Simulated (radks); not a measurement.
Q: Species: Cr9+. Configuration: [Ne] 3s2 3p3. Method: Dirac Kohn-Sham, BLYP, spin-unpolarised, spherical densities, finite nucleus; open shells fill j = l - 1/2 first; Fermi nuclear charge, rms radius 3.6452 fm; computed with a radial shooting solver on a logarithmic mesh with Libxc functionals. Some entries of the table are withheld. Estimate them.

orbital,occ.,eigenvalue (hartree),<r> (bohr)
1s1/2,2,-224.2589,0.06355
2s1/2,2,(1),0.2916
2p1/2,2,-28.78640,(2)
2p3/2,4,-28.46506,(3)
3s1/2,2,-9.43227,(4)
3p1/2,2,-8.34651,(5)
3p3/2,1,-8.29176,(6)

A: 
(1) 2s1/2 eigenvalue (hartree): -32.44033
(2) 2p1/2 <r> (bohr): 0.2563
(3) 2p3/2 <r> (bohr): 0.2591
(4) 3s1/2 <r> (bohr): 0.8018
(5) 3p1/2 <r> (bohr): 0.8076
(6) 3p3/2 <r> (bohr): 0.8128
